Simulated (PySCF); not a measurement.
## Radial density of Te (tellurium, neutral)

UHF, [Kr] 4d10 5s1 5p5, high-spin 3P determinant (an excited configuration). Computed with PySCF 2.14 in x2c-QZVPPall (13s9p7d4f1g, 112 functions), with the spin-free X2C one-electron Hamiltonian (Gaussian nucleus).

```json
{"r (bohr)": "0.0301", "4πr²ρ (e/bohr)": "60.69", "4πr²(ρα − ρβ)": "0.0132"}
{"r (bohr)": "0.0507", "4πr²ρ (e/bohr)": "64.66", "4πr²(ρα − ρβ)": "0.0368"}
{"r (bohr)": "0.0853", "4πr²ρ (e/bohr)": "86.94", "4πr²(ρα − ρβ)": "0.0410"}
{"r (bohr)": "0.143", "4πr²ρ (e/bohr)": "63.39", "4πr²(ρα − ρβ)": "-0.0156"}
{"r (bohr)": "0.241", "4πr²ρ (e/bohr)": "72.38", "4πr²(ρα − ρβ)": "0.1078"}
{"r (bohr)": "0.406", "4πr²ρ (e/bohr)": "34.58", "4πr²(ρα − ρβ)": "0.0159"}
{"r (bohr)": "0.683", "4πr²ρ (e/bohr)": "26.46", "4πr²(ρα − ρβ)": "0.1939"}
{"r (bohr)": "1.15", "4πr²ρ (e/bohr)": "12.52", "4πr²(ρα − ρβ)": "0.1830"}
{"r (bohr)": "1.93", "4πr²ρ (e/bohr)": "3.670", "4πr²(ρα − ρβ)": "1.3323"}
{"r (bohr)": "3.25", "4πr²ρ (e/bohr)": "1.414", "4πr²(ρα − ρβ)": "0.3192"}
{"r (bohr)": "5.46", "4πr²ρ (e/bohr)": "0.1146", "4πr²(ρα − ρβ)": "-0.0268"}
{"r (bohr)": "9.19", "4πr²ρ (e/bohr)": "0.0004978", "4πr²(ρα − ρβ)": "-0.0002"}
```

Densities and radii are taken from the X2C orbitals without a picture-change correction, which distorts them close to the nucleus.

Q: Where is the radial spin density 4πr²(ρα − ρβ) most negative, and why is it negative at all?

A: Around r = 5.46 bohr, down to -0.0268 e/bohr: exchange with the open shell polarises the paired shells in an unrestricted calculation.
